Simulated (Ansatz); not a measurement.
Reaction (formal exchange of groups at the Si–O bond): `N[SiH](O)[Si](N)(Cl)Cl` + `N=C(Cl)CO` → `N[SiH](Cl)[Si](N)(Cl)Cl` + `N=C(O)CO`

Gas-phase electronic energies from Ansatz, PBE0-D4/def2-TZVP geometries. CCSD(T)/CBS is the MP2 limit (def2-TZVPP, def2-QZVPP) plus CCSD(T) − MP2 in def2-TZVPP, frozen cores. Functionals use def2-TZVPP. Each species was taken in one conformer, which may not be the lowest.

`N[SiH](O)[Si](N)(Cl)Cl`:

```xyz
13

N     1.080    0.913    1.325
Si    0.647    1.006   -0.331
O     1.842    0.918   -1.461
Si   -0.782   -0.823   -0.572
N    -2.083   -0.771    0.511
Cl    0.496   -2.456   -0.276
Cl   -1.572   -1.103   -2.445
H     1.479    1.708    1.800
H     1.426    0.049    1.712
H     0.022    2.331   -0.543
H     2.245    0.061   -1.612
H    -2.868   -1.399    0.443
H    -1.933   -0.433    1.449
```

`N=C(Cl)CO`:

Cartesian coordinates in Å:
```
N 0.316 -0.881 -1.148
C 0.176 0.230 -0.595
Cl 0.427 1.776 -1.374
C -0.236 0.339 0.840
O -0.425 -0.910 1.418
H 0.597 -0.839 -2.122
H -1.155 0.939 0.882
H 0.539 0.909 1.371
H -0.237 -1.563 0.728
```

`N[SiH](Cl)[Si](N)(Cl)Cl`:

Cartesian coordinates in Å:
```
N 1.665 -1.056 -1.243
Si 0.023 -0.862 -0.870
Cl -1.103 0.197 -2.273
Si -0.135 0.446 1.052
N -1.661 1.165 1.151
Cl 0.158 -0.611 2.784
Cl 1.449 1.783 0.935
H 2.308 -0.287 -1.132
H 1.985 -1.728 -1.921
H -0.610 -2.197 -0.794
H -2.089 1.539 0.318
H -1.991 1.610 1.992
```

`N=C(O)CO`:

Cartesian coordinates in Å:
```
N 0.295 1.663 0.588
C 0.336 0.498 0.110
O 1.434 0.074 -0.544
C -0.691 -0.601 0.195
O -0.821 -1.336 -0.991
H -0.596 1.851 1.036
H 2.053 0.817 -0.559
H -1.664 -0.164 0.419
H -0.410 -1.246 1.043
H 0.065 -1.556 -1.297
```

```json
{"level": "PBE", "ΔE (kJ/mol)": "-20.5"}
{"level": "SCS-MP2/def2-QZVPP", "ΔE (kJ/mol)": "-18.2"}
```

Q: What does CCSD(T)/CBS give? (Estimate.)

A: The calculation gave: -20.4 kJ/mol. The listed levels differ from it by -0.1, 2.2 kJ/mol.

Largest T1 diagnostic among the species: 0.013.

From PBE to PBE0 (25 % exact exchange), in def2-TZVPP and without D4, ΔE moves by −6.3 kJ/mol. In def2-TZVPP, CCSD(T) changes the Hartree–Fock value by +16.8 kJ/mol (the triples alone add +2.9 kJ/mol) and MP2 by +19.3 kJ/mol.
